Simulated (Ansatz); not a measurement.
A run for Ansatz (a first-principles code): R-CCSD(T)/aug-cc-pVDZ on C2H3NO2 (a complex), monomers drawn apart or pushed together.

Ansatz 0.2 input:
```yaml
crystal:
  periodic: [false, false, false]
  atoms:
    - {symbol: C, position_ang: [0.29125762, 0.19456602, -0.14672380]}
    - {symbol: N, position_ang: [-0.25247303, -0.29445536, 0.73202798]}
    - {symbol: H, position_ang: [0.80142222, 0.65319044, -0.96423133]}
    - {symbol: O, position_ang: [0.95367672, 0.63314510, 4.57352286]}
    - {symbol: C, position_ang: [0.11105131, -0.09847790, 5.01806297]}
    - {symbol: O, position_ang: [-0.75566305, -0.81949617, 4.30639282]}
    - {symbol: H, position_ang: [-0.05395228, -0.26896537, 6.09141849]}
    - {symbol: H, position_ang: [-0.60190423, -0.66204641, 3.34885507]}
basis:
  gaussian:
    orbitals: aug-cc-pVDZ
magnetization: {spin_polarized: false}
correlation: {method: ccsd_t, electrons: outside_noble_gas}
scf: {lower_state_search: off}
```

It printed:

```
WARN ansatz: RAYON_NUM_THREADS=2 ignored (pool sized by the plan → 2); use --threads N
Functional definition: HF
these checks for a lower state are left out or cut short: stability, starts, cluster_reference, orbital_swaps, neighbouring_geometries, increment
integrals: 0.36 GiB planned
1399 factors; integrals over basis functions are off by at most 7.9e-4 eV
mean field: 0.50 GiB planned
mean field evaluation 1: about -7660.3499 eV, gradient 4.8e1 eV
mean field evaluation 2: about -7660.4367 eV, gradient 4.8e1 eV
mean field evaluation 4: about -7665.1068 eV, gradient 4.7e0 eV
mean field evaluation 8: about -7665.1884 eV, gradient 5.3e-1 eV
mean field evaluation 16: about -7665.1904 eV, gradient 1.1e-6 eV
mean field -7665.19035156 eV, -281.6905497674 hartree, gradient 1.1e-6 eV, S^2 0.000000; 0 other end points of the search recorded, 0 dependent functions left out
5 core orbitals not correlated
reference -7665.19035156 eV, -281.6905497674 hartree; 14, 14 occupied and 123, 123 virtual orbitals, 1399 factors
second order -22.37568301 eV of doubles, -0.00000000 eV of singles
coupled cluster: 1.08 GiB planned
cycle   1  -22.04309019 eV  change    3.3e-1 eV  update   1.3e-1
cycle   2  -22.71435901 eV  change   -6.7e-1 eV  update   3.9e-2
cycle   3  -22.89764301 eV  change   -1.8e-1 eV  update   2.1e-2
cycle   4  -22.88761877 eV  change    1.0e-2 eV  update   5.2e-3
cycle   5  -22.88825378 eV  change   -6.4e-4 eV  update   2.2e-3
cycle   6  -22.88992251 eV  change   -1.7e-3 eV  update   5.9e-4
cycle   7  -22.88985112 eV  change    7.1e-5 eV  update   2.2e-4
cycle   8  -22.88975328 eV  change    9.8e-5 eV  update   7.0e-5
cycle   9  -22.88977636 eV  change   -2.3e-5 eV  update   2.9e-5
perturbative correction -0.87822284 eV, -0.0322740941 hartree
Total energy: -7688.95835077 eV, -282.5640076276 hartree
Checks for a lower state left out: stability, starts, cluster_reference, orbital_swaps, neighbouring_geometries, increment
```

Self-consistency was reached.

Cost: very roughly 50 core-seconds.
